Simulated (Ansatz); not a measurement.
One change: `F[SiH]1N=C1S` becomes `SC1=N[SiH2]1`.

Ansatz, PBE0-D4/def2-TZVP geometries, multiplicity 1. Each molecule was computed in one conformer, which needn't be the lowest.

```json
{"property": "size of the dipole moment (PBE/def2-TZVPP) / D", "`F[SiH]1N=C1S`": "1.28"}
{"property": "LUMO energy (ωB97M-V/def2-TZVPP) / eV", "`F[SiH]1N=C1S`": "1.24"}
{"property": "HOMO–LUMO gap (PBE/def2-TZVPP) / eV", "`F[SiH]1N=C1S`": "3.84"}
{"property": "HOMO–LUMO gap (B3LYP/def2-TZVPP) / eV", "`F[SiH]1N=C1S`": "5.73"}
{"property": "HOMO energy (PBE/def2-TZVPP) / eV", "`F[SiH]1N=C1S`": "-5.86"}
{"property": "LUMO energy (PBE/def2-TZVPP) / eV", "`F[SiH]1N=C1S`": "-2.02"}
```

Problem. What does the change do to each property? (Estimate.)

Solution. The calculation gave: 
```tsv
property	`SC1=N[SiH2]1`	shift
size of the dipole moment (PBE/def2-TZVPP) / D	1.01	-0.27
LUMO energy (ωB97M-V/def2-TZVPP) / eV	1.02	-0.22
HOMO–LUMO gap (PBE/def2-TZVPP) / eV	4.03	0.19
HOMO–LUMO gap (B3LYP/def2-TZVPP) / eV	5.75	0.02
HOMO energy (PBE/def2-TZVPP) / eV	-5.76	0.10
LUMO energy (PBE/def2-TZVPP) / eV	-1.73	0.29
```

Dipoles are sizes alone; their direction can turn.

B3LYP here is the variant with VWN-RPA as its local correlation; programs differ in this.
